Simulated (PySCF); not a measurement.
# Hartree-Fock beside MP2: FH3NOSi

All numbers below are calculated, not measured. They come from PySCF 2.14.0, an open-source quantum chemistry program, on an isolated molecule that a program drew, which may never have been made. The molecule is FH3NOSi (charge 0, doublet), drawn as the SMILES string `N[Si](O)F`.

The geometry was optimised and harmonic frequencies were computed with HF and MP2, all in the cc-pV(D+d)Z basis, for the commonest isotopes, with a restricted reference for singlets and an unrestricted one otherwise, and a frozen core in MP2. Each result is a local minimum of its method.

Geometry at the HF minimum:
```xyz
7
FH3NOSi, angstrom
N    -0.7147   -0.0232    0.6229
Si    0.2332   -0.3792   -0.7475
O     1.2564   -1.6119   -0.4047
F    -0.6214   -0.9479   -1.9943
H    -1.2000   -0.7713    1.0880
H    -1.2664    0.8141    0.6350
H     1.8249   -1.5174    0.3450
```

Lengths of the bonds as drawn, in Å (atoms numbered as above):
| bond | HF | MP2 |
|---|---|---|
| N1-Si2 | 1.704 | 1.723 |
| Si2-O3 | 1.638 | 1.663 |
| Si2-F4 | 1.615 | 1.636 |
| N1-H5 | 1.006 | 1.022 |
| N1-H6 | 1.003 | 1.019 |
| O3-H7 | 0.946 | 0.966 |

Rotational constants, in GHz:
```
constant,HF,MP2
A,7.393,7.253
B,6.57,6.387
C,3.861,3.762
```

Harmonic frequencies in cm^-1, each column in rising order, so a row needn't be the same motion in every method:
```
rank    HF   MP2
   1   193   184
   2   238   224
   3   293   280
   4   366   349
   5   386   372
   6   488   491
   7   799   757
   8   844   824
   9   894   854
  10   947   910
  11   967   930
  12  1682  1558
  13  3749  3561
  14  3852     ?
  15  4176  3892
```

**Estimate the missing MP2 frequency from the HF column.**

A single factor s that minimises the squared misfit of MP2 against s times HF over the other rows is sum(HF x MP2) / sum(HF^2) = 0.9417, with an rms misfit of 21 cm^-1. For rank 14 it gives 0.9417 x 3852 = 3627 cm^-1. The calculation gives 3678 cm^-1, 51 cm^-1 above the estimate. The drawn bonds are on average 1.5 % longer in MP2 than in HF.
